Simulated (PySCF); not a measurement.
## Electronic structure of Hg (mercury, neutral) at the M06-L level

Configuration: [Xe] 4f14 5d10 6s2, closed-shell 1S. All numbers are calculated (PySCF 2.14, scalar relativity through the core potential, in def2-TZVP with the def2 core potential (60 electrons) (6s5p3d1f, 43 functions)).

```
Total energy                : -153.6160 hartree
One-electron energy         : -270.2922 hartree
Hartree (Coulomb) energy    : 130.7202 hartree
Exchange-correlation energy : -14.0440 hartree
⟨S²⟩                        : 0.0000
⟨L²⟩                        : 0.000
Sum of ⟨r⟩                  : 28.73 bohr
Sum of ⟨r²⟩                 : 52.88 bohr²
Time after the integrals    : 2.2 s of wall time on 1 thread of AMD EPYC 7R43 64-Core Processor (shared host)
```

```
shell  electrons  mean orbital energy (hartree)  rms radius, mean of both spins (bohr)
   5s          2                       -4.34094                                  0.971
   5p          6                       -2.50192                                   1.12
   5d         10                       -0.37137                                   1.64
   6s          2                       -0.24187                                   2.89
```

Energies and moments cover only the electrons outside the core potential. Spin-orbit coupling, which splits the p, d and f shells strongly at this Z, is absent.
